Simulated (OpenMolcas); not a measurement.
Co3+: the spin-orbit constant, worked from levels

| Quantity | Value |
| --- | --- |
| Program | OpenMolcas |
| Basis | ANO-L-VTZP [6s5p3d2f1g] |
| Scalar Hamiltonian | non-relativistic, point nucleus |
| Active space | 6 electrons in 5 orbitals (3d) |
| State averaging | 2S+1 = 5 even, 5 roots; 2S+1 = 3 even, 45 roots; 2S+1 = 1 even, 50 roots |
| Spin-orbit coupling | state interaction with AMFI integrals over the reference wave functions, term energies averaged over their components |

Methods: CASSCF; MS-CASPT2, IPEA 0.25 Eh, imaginary shift 0.1 Eh (closed shells correlated: 3s 3p). Measured levels: Sugar and Corliss, J. Phys. Chem. Ref. Data 10, 1097 (1981).

**The spin-orbit constant.** For the Hund term ⁵D of d6, E(J) = (A/2) J(J+1) + constant and ζ = -2S·A = -4A. From J = 0 to J = 4 the energy changes by 10 A.

| Source | E(4) - E(0) | A | ζ |
| --- | --- | --- | --- |
| CASSCF | -1529.9 | -153.0 | 612 |
| MS-CASPT2 | -1521.7 | -152.2 | 609 |
| measured | -1493.6 | -149.4 | 597 |

All in cm-1. MS-CASPT2 is off by +1.9 % and CASSCF by +2.4 %. Both methods take the spin-orbit matrix elements from the reference wave functions, so the second can move ζ only through the term energies and any multistate remixing. Second-order mixing with other terms is absorbed into this ζ.

Without dynamic correlation excited terms often stand tens of per cent too high (terms of higher spin than the ground term too low), and those without a measured partner can miss by more than the paired ones (holds for CASSCF). Computed and measured levels are paired by configuration, term and J; levels that our copy of the source lacks, or whose pairing is in doubt (as where it misses far off the trend of its configuration), stay unpaired and out of the deviations. Only configurations of the active space appear.
